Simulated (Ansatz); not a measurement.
Consider the ligand exchange at the Al–C bond: `O[C]1([AlH2])CC1` + `[SiH3][SeH]` → `[AlH2][Se][SiH3]` + `OC1CC1`.

Gas-phase electronic energies from Ansatz, PBE0-D4/def2-TZVP geometries. CBS: MP2 limit from def2 TZ/QZ plus the TZ coupled-cluster correction, frozen cores. Functionals use def2-TZVPP. For Se outer-core shells are correlated without core-valence functions, which leaves a few kJ/mol of doubt a bond. Scalar relativity is left out up to krypton. One conformer a species, not always the lowest.

```json
{"level": "PBE-D4", "ΔE (kJ/mol)": "-139.1", "difference from CCSD(T)/CBS": "5.5"}
{"level": "PBE0-D4", "ΔE (kJ/mol)": "-146.5", "difference from CCSD(T)/CBS": "-1.9"}
{"level": "ωB97X-V", "ΔE (kJ/mol)": "-141.5", "difference from CCSD(T)/CBS": "3.1"}
{"level": "ωB97M-V", "ΔE (kJ/mol)": "-141.4", "difference from CCSD(T)/CBS": "3.2"}
{"level": "B2PLYP", "ΔE (kJ/mol)": "-142.7", "difference from CCSD(T)/CBS": "1.9"}
{"level": "PBE0", "ΔE (kJ/mol)": "-146.9", "difference from CCSD(T)/CBS": "-2.3"}
{"level": "HF/def2-TZVPP", "ΔE (kJ/mol)": "-157.0", "difference from CCSD(T)/CBS": "-12.4"}
{"level": "CCSD(T)/def2-TZVPP", "ΔE (kJ/mol)": "-142.9", "difference from CCSD(T)/CBS": "1.7"}
{"level": "HF/def2-QZVPP", "ΔE (kJ/mol)": "-155.8", "difference from CCSD(T)/CBS": "-11.2"}
{"level": "MP2/CBS(def2)", "ΔE (kJ/mol)": "-148.1", "difference from CCSD(T)/CBS": "-3.5"}
{"level": "CCSD(T)/CBS", "ΔE (kJ/mol)": "-144.6", "difference from CCSD(T)/CBS": "0"}
```

Largest T1 diagnostic among the species: 0.010.

From PBE to PBE0 (25 % exact exchange), in def2-TZVPP and without D4, ΔE moves by −7.3 kJ/mol. In def2-TZVPP, CCSD(T) changes the Hartree–Fock value by +14.1 kJ/mol (the triples alone add +1.7 kJ/mol) and MP2 by +10.6 kJ/mol.
